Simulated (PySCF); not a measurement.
2-ethylidene-1,3-dioxole (C₅H₆O₂), SMILES CC=C1OC=CO1. Coordinates come from a PBE-D3(BJ)/def2-SVP optimisation.

Method: PBE-D3(BJ)/def2-SVP (PySCF 2.14.0).

Harmonic wavenumbers (cm⁻¹): 118, 141, 194, 237, 475, 539, 625, 678, 687, 717, 770, 841, 895, 954, 1003, 1046, 1081, 1087, 1120, 1174, 1254, 1322, 1359, 1406, 1417, 1631, 1758, 2947, 3005, 3069, 3140, 3224, 3248. Rotational constants (GHz): 7.429, 2.013, 1.600; symmetry number 1.

Q: Work out the zero-point energy and the ideal-gas rigid-rotor harmonic-oscillator thermochemistry at 298.15 K and 1 atm.

A: ZPE = ½ Σ hcν = ½ × 43161 cm⁻¹ = 61.70 kcal/mol. H − E(el) = 66.48 kcal/mol. Entropy in cal/(mol K): translation 39.66, rotation 27.00, vibration 13.77, total 80.43. G − E(el) = 42.50 kcal/mol. Cp = 26.12 cal/(mol K). Modes under 150 cm⁻¹ make the vibrational entropy uncertain.
